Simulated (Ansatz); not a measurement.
Geometry optimisation, Ansatz, RHF/def2-SVP.

Input:

```yaml
crystal:
  periodic: [false, false, false]
  atoms:
    - { symbol: B, position_ang: [0.0, 0.0, 0.0] }
    - { symbol: H, position_ang: [0.0, 0.0, 1.54] }
    - { symbol: C, position_ang: [1.3856, 0.0, -0.8] }
    - { symbol: H, position_ang: [1.7152, -1.0462, -0.9702] }
    - { symbol: H, position_ang: [1.2491, 0.508, -1.7774] }
    - { symbol: H, position_ang: [2.1552, 0.5381, -0.2082] }
    - { symbol: Cl, position_ang: [-1.6108, 0.0, -0.93] }
    - { symbol: O, position_ang: [-0.2139, 1.6086, 0.5392] }
    - { symbol: H, position_ang: [-1.1525, 1.9139, 0.3252] }
    - { symbol: H, position_ang: [-0.1135, 0.8538, 1.537] }
basis:
  gaussian: { orbitals: def2-SVP }
hamiltonian:
  xc: hf
relax:
  f_tol: 0.15
  max_steps: 25
  restrain:
    - { distance: [0, 7], at: 2.61, k: 30.0 }
    - { distance: [9, 1], at: 1.86, k: 30.0 }
    - { distance: [0, 1], at: 1.19, k: 30.0 }
    - { distance: [9, 7], at: 1.01, k: 30.0 }
```

Command:

```bash
$ ansatz run input.yaml --threads 1 --pin off --max-ram 2048MiB --backend cpu --events-out ev --progress --plain --runs-dir out
```

Where does it end, and by what steps?

It converged. The restraints hold the end off the free minimum. After 8 steps the energy has fallen by 3.451 eV (the restraints' own energy left out); O8 moved furthest, 0.66 Å. Parted: B1–O8 (1.71 → 2.61 Å). Joined: B1–H2 (1.54 → 1.19 Å).

| step | energy less start (eV) | largest force component (eV/Å) | accepted |
| --- | --- | --- | --- |
| 0 | 0.0000 | 5.367 | yes |
| 1 | -1.1452 | 4.040 | yes |
| 2 | -2.3788 | 2.629 | yes |
| 3 | -2.9550 | 2.514 | yes |
| 4 | -3.3086 | 1.433 | yes |
| 5 | -3.3563 | 1.878 | yes |
| 6 | -3.4167 | 1.188 | yes |
| 7 | -3.4468 | 1.263 | yes |
| 8 | -3.4511 | 1.271 | yes |

```xyz
10
Properties=species:S:1:pos:R:3
B 0.075 -0.238 -0.089
H 0.006 -0.368 1.095
C 1.428 -0.119 -0.864
H 1.826 -1.133 -0.993
H 1.312 0.319 -1.855
H 2.167 0.448 -0.296
Cl -1.472 -0.388 -0.959
O -0.324 2.126 0.939
H -1.216 2.331 0.701
H -0.389 1.398 1.575
```

Run time: 17 s on 1 thread of Arm Neoverse V2, on a shared host, peak memory 0.16 GiB.
